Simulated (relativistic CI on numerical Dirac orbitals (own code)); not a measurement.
Ligand-field terms of d3

Computed with a parametric ligand-field model of a d^n configuration (Racah B and C, spin-orbit zeta, crystal field), exact diagonalisation.

Field parameters in Wybourne normalisation: Oh B⁴₀ = 21Dq, B⁴₄ = √(5/14) B⁴₀; Td as Oh with Dq negative (B⁴₀ = 21Dq, B⁴₄ = √(5/14) B⁴₀). The field is a parameter set, without covalency.

Problem. Lowest levels for B = 950, C = 3360, ζ = 620 cm⁻¹, Oh, 10Dq = 17200 cm⁻¹?

Solution. Γ8 0 (S 1.50), Γ8 16262 (S 0.93), Γ7 16977 (S 1.50), Γ8 17100 (S 1.41), Γ6 17144 (S 1.29), Γ8 17489 (S 0.85), Γ8 18027 (S 1.07), Γ6 18149 (S 0.84), Γ8 24653 (S 0.73) cm⁻¹, with S from ⟨S²⟩ = S(S + 1). The ground level has 0.00 electrons in the cubic e pair.

Problem. Lowest levels for B = 950, C = 3700, ζ = 160 cm⁻¹, Oh, 10Dq = 36150 cm⁻¹?

Solution. Γ8 0 (S 1.50), Γ8 18387 (S 0.50), Γ8 19141 (S 0.50), Γ6 19175 (S 0.50), Γ8 28921 (S 0.50), Γ7 28999 (S 0.50), Γ7 36085 (S 1.50), Γ8 36126 (S 1.50), Γ8 36192 (S 1.50) cm⁻¹, with S from ⟨S²⟩ = S(S + 1). The ground level has 0.00 electrons in the cubic e pair.

Problem. Lowest levels for B = 850, C = 3260, ζ = 600 cm⁻¹, Td, 10Dq = -2500 cm⁻¹?

Solution. Γ8 0 (S 1.50), Γ7 234 (S 1.50), Γ8 847 (S 1.50), Γ6 1382 (S 1.50), Γ7 2596 (S 1.50), Γ8 2600 (S 1.50), Γ6 3010 (S 1.50), Γ8 3174 (S 1.50), Γ8 5479 (S 1.50) cm⁻¹, with S from ⟨S²⟩ = S(S + 1). The ground level has 1.78 electrons in the cubic e pair.

Problem. Lowest levels for B = 610, C = 3100, ζ = 1050 cm⁻¹, Oh, 10Dq = 25200 cm⁻¹?

Solution. Γ8 0 (S 1.50), Γ8 13923 (S 0.52), Γ8 14303 (S 0.51), Γ6 14621 (S 0.51), Γ8 21949 (S 0.57), Γ7 22210 (S 0.56), Γ7 24930 (S 1.48), Γ8 25247 (S 1.46), Γ8 25555 (S 1.49) cm⁻¹, with S from ⟨S²⟩ = S(S + 1). The ground level has 0.00 electrons in the cubic e pair.

Problem. Lowest levels for B = 610, C = 2650, ζ = 2700 cm⁻¹, Oh, 10Dq = 26950 cm⁻¹?

Solution. Γ8 0 (S 1.48), Γ8 11885 (S 0.58), Γ8 12852 (S 0.53), Γ6 13710 (S 0.53), Γ7 20966 (S 0.63), Γ8 21590 (S 0.65), Γ7 26754 (S 1.46), Γ8 27485 (S 1.42), Γ8 27983 (S 1.45) cm⁻¹, with S from ⟨S²⟩ = S(S + 1). The ground level has 0.03 electrons in the cubic e pair.
